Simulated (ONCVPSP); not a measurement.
**As: excitation energies, all-electron against ONCV**

* Element: arsenic (As)
* Generator: ONCVPSP 4.0.1
* Type: optimised norm-conserving Vanderbilt (ONCV)
* Functional: PBEsol
* Relativity: non-relativistic
* Frozen core: [Ar] 3d10
* Valence charge: 5
* Reference configuration: 4s2 4p3
* Partial waves: 4s: rc 1.60 bohr, ncon 5, nbas 8, qcut 4.5 1/bohr, 2 projectors, debl 2.4 Ha; 4p: rc 1.50 bohr, ncon 4, nbas 7, qcut 5.1 1/bohr, 2 projectors, debl 3.3 Ha
* Local potential: polynomial inside 1.30 bohr (lpopt 5, dvloc0 -1 Ha)
* Core correction: none

Energies are relative to the spin-unpolarised reference configuration 4s2 4p3; without spin polarisation the order of configurations can differ from experiment.

| valence configuration | charge | ΔE all-electron (eV) | error AE − PS (meV) |
| --- | --- | --- | --- |
| 4s2 4p2 | +1 | 9.189 | -3.9 |
| 4s1 4p4 | 0 | 8.932 | +4.5 |

(1) What are ΔE and the potential's error for 4s2 4p1?

(2) What are ΔE and the potential's error for 4s2 4p0?

Levels in the configuration 4s2 4p2:

| level | all-electron (eV) | pseudo (eV) |
| --- | --- | --- |
| 4s | -22.883 | -22.890 |
| 4p | -13.376 | -13.386 |

Note: no bound ghost flagged; GHOST(+) flagged for s at 67.6 eV, p at 169.2 eV.

## Answers

(1) ΔE = 27.137 eV all-electron; the error (AE − PS) is -23 meV.

(2) ΔE = 54.833 eV all-electron; the error (AE − PS) is -61 meV.
